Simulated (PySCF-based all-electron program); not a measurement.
Values are calculated unless marked as measured or tabulated.
# CH₃IrO, singlet: all-electron forces

Method: all-electron DFT (in-house code on PySCF), basis-limit composite values; Koelling–Harmon scalar relativity, no spin–orbit coupling, spin-restricted. Forces are good to about 0.014 eV/Å. Atoms are numbered as listed.

Shape A:

```tsv
atom	x (Å)	y (Å)	z (Å)
Ir	0.0000	0.0000	0.0000
C	0.0000	0.0000	1.9080
O	0.1070	0.0000	3.0610
H	0.1836	0.0000	-1.6367
H	1.1089	1.0671	-0.0134
H	1.1089	-1.0671	-0.0134
```

r2SCAN forces:

```json
{"atom": "Ir1", "Fx": "0.502", "Fy": "0.000", "Fz (eV/Å)": "-0.048"}
{"atom": "C2", "Fx": "0.103", "Fy": "0.000", "Fz (eV/Å)": "0.981"}
{"atom": "O3", "Fx": "-0.101", "Fy": "0.000", "Fz (eV/Å)": "-1.181"}
{"atom": "H4", "Fx": "-0.057", "Fy": "0.000", "Fz (eV/Å)": "0.175"}
{"atom": "H5", "Fx": "-0.224", "Fy": "-0.179", "Fz (eV/Å)": "0.036"}
{"atom": "H6", "Fx": "-0.224", "Fy": "0.179", "Fz (eV/Å)": "0.036"}
```

Shape B:

```tsv
atom	x (Å)	y (Å)	z (Å)
Ir	0.0000	0.0000	0.0000
C	0.0000	0.0000	1.7172
O	0.1070	0.0000	2.8702
H	0.1836	0.0000	-1.6367
H	1.1089	1.0671	-0.0134
H	1.1089	-1.0671	-0.0134
```

Against shape A, Ir1–C2 goes from 1.908 to 1.717 Å.

PBE forces:

```json
{"atom": "Ir1", "Fx": "-0.247", "Fy": "0.000", "Fz (eV/Å)": "-6.163"}
{"atom": "C2", "Fx": "0.093", "Fy": "0.000", "Fz (eV/Å)": "5.898"}
{"atom": "O3", "Fx": "0.042", "Fy": "0.000", "Fz (eV/Å)": "0.962"}
{"atom": "H4", "Fx": "0.120", "Fy": "0.000", "Fz (eV/Å)": "-0.815"}
{"atom": "H5", "Fx": "-0.004", "Fy": "-0.008", "Fz (eV/Å)": "0.059"}
{"atom": "H6", "Fx": "-0.004", "Fy": "0.008", "Fz (eV/Å)": "0.059"}
```

(1) What forces does r2SCAN give in shape B?

## Answers

(1) The forces move by 0.581 eV/Å (r.m.s. over the atoms) from PBE.

```csv
atom,Fx,Fy,Fz (eV/Å)
Ir1,0.179,0.000,-6.110
C2,0.214,0.000,6.656
O3,-0.057,0.000,-0.077
H4,0.079,0.000,-0.657
H5,-0.208,-0.172,0.094
H6,-0.208,0.172,0.094
```
